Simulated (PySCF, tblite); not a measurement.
# BeF2 and hydrogen cyanide

A gas-phase complex of BeF2 and hydrogen cyanide; neutral, singlet. The structure comes from a short search (6 tight-binding starts) and was relaxed by PBE0-D3(BJ)/def2-TZVPD; another way of binding may lie lower. No frequency run checks that it is a minimum.

Parts: 1 = BeF2 ([F][Be][F]), atoms 1–3; 2 = hydrogen cyanide (C#N), atoms 4–6.

Coordinates in Å:
```
F1      0.982    0.641   -0.890
Be2    -0.133    0.282   -0.098
F3     -1.290   -0.528   -0.125
C4      0.035    1.679    2.466
N5     -0.044    1.138    1.469
H6      0.110    2.191    3.402
```

| contact | kind (by geometry) | distance (Å) | angle (°) |
| --- | --- | --- | --- |
| Be2···N5 | bond | 1.788 | - |

The parts are joined by the bond Be2–N5, so these are energies of forming such bonds; deforming the relaxed parts to their shape in the adduct costs 8.6 kcal/mol, which the interaction energies leave out.

Interaction energies are complex less parts, with the parts frozen as they stand in it; counterpoise-corrected, in kcal/mol (PySCF).

Q: How strongly do the parts interact, level by level?

A: 
```csv
level,interaction,superposition error removed
wB97M-D3(BJ)/def2-TZVPD,-24.01,-1.01
PBE0-D3(BJ)/def2-TZVPD,-25.69,-1.08
```

Q: What holds them together? Decompose the wB97M-D3(BJ)/def2-TZVPD energy: frozen parts, their antisymmetrised product, then relaxation.

A: electrostatic -35.8, Pauli repulsion +37.5, orbital relaxation -25.5, dispersion correction -1.3 kcal/mol, which sum to the value before the counterpoise correction; the Pauli term holds the exchange-correlation of the frozen density too. Of the attraction, 57 % is electrostatic, 41 % is orbital relaxation, 2 % is dispersion correction.

The parts were also relaxed and run alone, at the levels used for the complex: shieldings by PBE0/pcSseg-2; core levels by delta-SCF with SCAN, pcX-2 on the ionised atom and pcseg-1 elsewhere, spin-free X2C.

Values alone: shielding of Be2 (ppm): 105.7; shielding of N5 (ppm): -45.8; F1 1s core level (eV): 692.90; Be2 1s core level (eV): 123.55; N5 1s core level (eV): 406.64.

Q: How do these values change when the complex forms?

A: 
```
              property   alone  in the complex  change
shielding of Be2 (ppm)   105.7           106.5    +0.8
 shielding of N5 (ppm)   -45.8            16.9   +62.7
 F1 1s core level (eV)  692.90          690.76   -2.14
Be2 1s core level (eV)  123.55          120.98   -2.57
 N5 1s core level (eV)  406.64          408.56   +1.92
```

The core-hole state of N5 is spin-contaminated (⟨S²⟩ 0.82 against 0.75 for a pure doublet), so that value and differences from it are less sure.
